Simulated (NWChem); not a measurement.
System: HSeOCl; SMILES O[Se]Cl

The following NWChem deck was run.

```
start job
memory heap 200 mb stack 900 mb global 1100 mb
geometry units angstroms noautoz
  Se     0.391654     0.479011    -0.003712
  Cl    -0.169034    -1.638217     0.005108
  O     -1.195248     1.278721     0.083455
  H     -1.546577     1.331687    -0.816913
end
basis spherical
  * library aug-cc-pvdz
end
dft
  xc xpbe96 cpbe96
  iterations 150
end
tddft
  nroots 6
  notriplet
end
task tddft energy
```

Output (shortened):

```
             Northwest Computational Chemistry Package (NWChem) 7.3.0
             --------------------------------------------------------

 C1  symmetry detected

                             Geometry "geometry" -> ""
                             -------------------------

 Output coordinates in angstroms (scale by  1.889725989 to convert to a.u.)

  No.       Tag          Charge          X              Y              Z
 ---- ---------------- ---------- -------------- -------------- --------------
    1 Se                  34.0000     0.41258651     0.47058132     0.00407876
    2 Cl                  17.0000    -0.19200776    -1.63454437     0.00792700
    3 O                    8.0000    -1.15835069     1.30315706     0.07015521
    4 H                    1.0000    -1.49700384     1.36223293    -0.83467852

 Effective nuclear repulsion energy (a.u.)     258.7884596954

  pbe96 is a nonlocal functional; adding pw91lda local functional.

                                 NWChem DFT Module
                                 -----------------

 Summary of "ao basis" -> "ao basis" (spherical)
 ------------------------------------------------------------------------------
       Tag                 Description            Shells   Functions and Types
 ---------------- ------------------------------  ------  ---------------------
 Se                       aug-cc-pvdz               14       36   6s5p3d
 Cl                       aug-cc-pvdz               11       27   5s4p2d
 O                        aug-cc-pvdz                9       23   4s3p2d
 H                        aug-cc-pvdz                5        9   3s2p

            General Information
            -------------------
          SCF calculation type: DFT
          Wavefunction type:  closed shell.
          No. of atoms     :     4
          No. of electrons :    60
           Alpha electrons :    30
            Beta electrons :    30
          Charge           :     0
          Spin multiplicity:     1
          Use of symmetry is: off; symmetry adaption is: off
          Maximum number of iterations: 150
          AO basis - number of functions:    95
                     number of shells:    39
          Convergence on energy requested:  1.00D-06
          Convergence on density requested:  1.00D-05
          Convergence on gradient requested:  5.00D-04

              XC Information
              --------------
          PerdewBurkeErnzerhof Exchange Functional  1.000
            Perdew 1991 LDA Correlation Functional  1.000 local
           PerdewBurkeErnz. Correlation Functional  1.000 non-local

[...]

                                NWChem TDDFT Module
                                -------------------

            General Information
            -------------------
           No. of orbitals :     190
            Alpha orbitals :      95
             Beta orbitals :      95
        Alpha frozen cores :       0
         Beta frozen cores :       0
     Alpha frozen virtuals :       0
      Beta frozen virtuals :       0
         Spin multiplicity :       1
    Number of AO functions :      95
        Use of symmetry is : off
      Symmetry adaption is : off
         Schwarz screening :  0.10D-07

              XC Information
              --------------
   PerdewBurkeErnzerhof Exchange Functional   1.00
     Perdew 1991 LDA Correlation Functional   1.00 local
    PerdewBurkeErnz. Correlation Functional   1.00 non-local

             TDDFT Information
             -----------------
          Calculation type : TDDFT
         Wavefunction type : Restricted singlets
          No. of electrons :      60
           Alpha electrons :      30
            Beta electrons :      30
              No. of roots :       6
          Max subspacesize :    5200
            Max iterations :     100
               Target root :       1
           Target symmetry : none
      Symmetry restriction : off
                 Algorithm : Optimal
        Davidson threshold :  0.10D-03

    6 smallest eigenvalue differences (eV)
--------------------------------------------------------
  No. Spin  Occ  Vir  Irrep   E(Occ)    E(Vir)   E(Diff)
--------------------------------------------------------
    1    1   30   31 a        -0.208    -0.116     2.501
    2    1   30   32 a        -0.208    -0.090     3.206
    3    1   29   31 a        -0.295    -0.116     4.865
    4    1   30   33 a        -0.208    -0.023     5.037
    5    1   28   31 a        -0.305    -0.116     5.154
    6    1   27   31 a        -0.312    -0.116     5.346
--------------------------------------------------------

  Entering Davidson iterations
  Restricted singlet excited states

  Iter   NTrls   NConv    DeltaV     DeltaE      Time
  ----  ------  ------  ---------  ---------  ---------
    1      6       0     0.34E+00   0.10+100       33.7
    2     12       0     0.87E-01   0.56E-01       35.3
    3     24       0     0.33E-01   0.30E-02       36.5
    4     36       0     0.92E-02   0.34E-03       39.4
    5     48       1     0.36E-02   0.44E-04       44.3
    6     58       2     0.15E-02   0.66E-05       39.0
    7     66       3     0.65E-03   0.90E-06       42.2
    8     72       4     0.27E-03   0.15E-06       45.1
    9     76       6     0.96E-04   0.22E-07       34.2
  ----  ------  ------  ---------  ---------  ---------
  Convergence criterion met

  Ground state a       -2936.940669481010 a.u.

  ----------------------------------------------------------------------------
  Root   1 singlet a              0.104698845 a.u.                2.8490 eV
  ----------------------------------------------------------------------------
     Transition Moments    X -0.00197   Y -0.02008   Z  0.13976
     Dipole Oscillator Strength                    0.0013917965
     Electric Quadrupole                           0.0000000013
     Magnetic Dipole                               0.0000003283
     Total Oscillator Strength                     0.0013921262

[...]
```

Level: PBE/aug-cc-pVDZ, full TDDFT. All runs use the structure optimised with PBE0/def2-SVP.
